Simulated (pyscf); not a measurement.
PySCF, gas phase, ωB97X-D3(BJ)/def2-SVP geometries. Correlated levels are frozen-core, on RHF or UHF. ΔMP2 is the change of the MP2 total energy from the triple- to the quadruple-zeta basis.

Task: What is the homolytic dissociation enthalpy (298 K, CCSD(T)/def2-TZVPP + ΔMP2(QZVPP)) of the B–Ga bond of H₂Ga–BH–AsH₂ (SMILES [GaH2][BH][AsH2]), to GaH₂• + [HB–AsH₂]•?

Result: B–Ga to GaH₂• + [HB–AsH₂]•: 330.2 kJ/mol. The radicals are drawn with the spin at the cut bond; how far it spreads was not checked. H₂Ga–BH–AsH₂ lies 88.5 kJ/mol over its isomer H₂B–AsH–GaH₂, and others may lie lower still (electronic energy, ωB97M-D3(BJ)). [HB–AsH₂]• lies 128.3 kJ/mol over its isomer H₂B–AsH•, and others may lie lower still (electronic energy, ωB97M-D3(BJ)). The CCSD(T) − MP2 part came from Ansatz, without density fitting, on the same reference. The frozen core leaves the outer d or s,p core shells of the metals and heavy elements correlated in the MP2 and CC values, and def2-TZVPP describes them poorly, which can shift differences by a few kcal/mol. Elements up to Kr have no core potential and no relativistic terms here.
